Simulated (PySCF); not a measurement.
# Radial density of Ho (holmium, neutral)

BLYP, [Xe] 4f11 5d2, one real determinant (an excited configuration). Calculation: PySCF 2.14, in ANO-RCC-VTZP; the spin-free X2C one-electron Hamiltonian (Gaussian nucleus).

| r (bohr) | 4πr²ρ (e/bohr) | 4πr²(ρα − ρβ) |
| --- | --- | --- |
| 0.0196 | 84.71 | 0.0010 |
| 0.0330 | 82.70 | 0.0031 |
| 0.0556 | 117.0 | 0.0100 |
| 0.0935 | 99.20 | 0.0465 |
| 0.157 | 103.4 | 0.2766 |
| 0.264 | 67.66 | 1.4653 |
| 0.445 | 56.00 | 3.6002 |
| 0.748 | 30.75 | 2.8560 |
| 1.26 | 11.83 | 1.2141 |
| 2.12 | 3.403 | 0.7887 |
| 3.56 | 0.5739 | 0.4632 |
| 5.99 | 0.09381 | 0.0927 |
| 10.1 | 0.003211 | 0.0031 |
| 16.9 | 6.679e-05 | 0.0001 |

Densities and radii are taken from the X2C orbitals without a picture-change correction, which distorts them close to the nucleus.

⟨L²⟩ = 47.21 against 90 for a pure M term, so this real determinant mixes terms. Spin-orbit coupling, absent here, splits the open shell strongly. ⟨S²⟩ = 8.82 against 8.75 shows spin contamination. At BLYP the highest occupied level has a positive energy, so only the finite basis holds that electron; for this excited configuration the basis is too tight for the outer shell.
